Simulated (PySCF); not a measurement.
Mg(OH)(SH) (H2MgOS), SMILES [Mg]([SH])[OH]. Atoms are numbered in the order given.

```xyz
5

Mg     0.0216     0.5795     0.0000
O     -0.0216     2.3373     0.0000
H     -0.0047     3.2846     0.0000
S      0.0739    -1.6961     0.0000
H     -1.2636    -1.7999     0.0000
```
Charge 0, spin multiplicity 1.

Coordinates come from a ωB97X-D3(BJ)/def2-TZVP optimisation. Other conformers were not sampled.

Level of theory: TDA-ωB97X/def2-SVPD run with PySCF.

Vertical excitations. The molecule is in vacuum. State labels are in the subgroup Cs.

```
state  symmetry  energy (eV)  λ (nm)      f                                                                     main pairs
-----  --------  -----------  ------  -----  -----------------------------------------------------------------------------
S1           A"         5.07     245  0.058                                                                 HOMO→LUMO 92 %
S2           A'         6.10     203  0.058                                                               HOMO−2→LUMO 89 %
S3           A"         6.11     203  0.074                                                               HOMO−3→LUMO 86 %
S4           A"         6.18     201  0.004                                             HOMO→LUMO+1 49 %, HOMO→LUMO+4 35 %
S5           A'         6.37     195  0.112                                                               HOMO−1→LUMO 75 %
S6           A"         6.75     184  0.001         HOMO→LUMO+7 36 %, HOMO→LUMO+1 22 %, HOMO→LUMO+3 18 %, HOMO→LUMO+6 11 %
S7           A'         7.06     176  0.136         HOMO→LUMO+2 48 %, HOMO→LUMO+5 16 %, HOMO−1→LUMO+4 8 %, HOMO−1→LUMO 8 %
S8           A"         7.49     166  0.000                                         HOMO−3→LUMO+1 76 %, HOMO−3→LUMO+4 17 %
S9           A'         7.57     164  0.067    HOMO−1→LUMO+1 38 %, HOMO−2→LUMO+1 19 %, HOMO−1→LUMO+4 15 %, HOMO→LUMO+2 7 %
S10          A'         7.60     163  0.074  HOMO−2→LUMO+1 30 %, HOMO−1→LUMO+1 20 %, HOMO−3→LUMO+2 19 %, HOMO−2→LUMO+4 7 %
T1           A"         4.89     254      0                                                                 HOMO→LUMO 88 %
T2           A"         5.93     209      0         HOMO−3→LUMO 34 %, HOMO→LUMO+4 23 %, HOMO→LUMO+1 12 %, HOMO→LUMO+7 10 %
T3           A'         5.95     208      0                                             HOMO−1→LUMO 74 %, HOMO−2→LUMO 14 %
T4           A'         5.99     207      0                                             HOMO−2→LUMO 72 %, HOMO−1→LUMO 14 %
```
Triplets are in the Tamm–Dancoff approximation.
